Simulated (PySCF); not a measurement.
Al(All)(Me)(OH) (C4H9AlO), SMILES C=C[CH2][Al]([CH3])[OH].

Geometry optimised at PBE0-D3(BJ)/def2-SVP. Other conformers were not sampled.

Calculation: HF/def2-TZVP run with PySCF.

Computed frontier levels, gap, dipole moment and polarisability:
```
Property                                                                                                        Value
---------------------------------------------------------------------------------------------  ----------------------
highest occupied level                                                                                       -8.95 eV
lowest empty level                                                                                            2.68 eV
orbital gap                                                                                                  11.63 eV
dipole moment                                                                                                  1.00 D
quadrupole, principal values (traceless, Buckingham form, about the centre of nuclear charge)   -5.87, 1.49, 4.38 D·Å
mean static polarisability                                                                      71.5 bohr³ (10.60 Å³)
polarisability, principal values                                                               62.1, 73.1, 79.4 bohr³
```
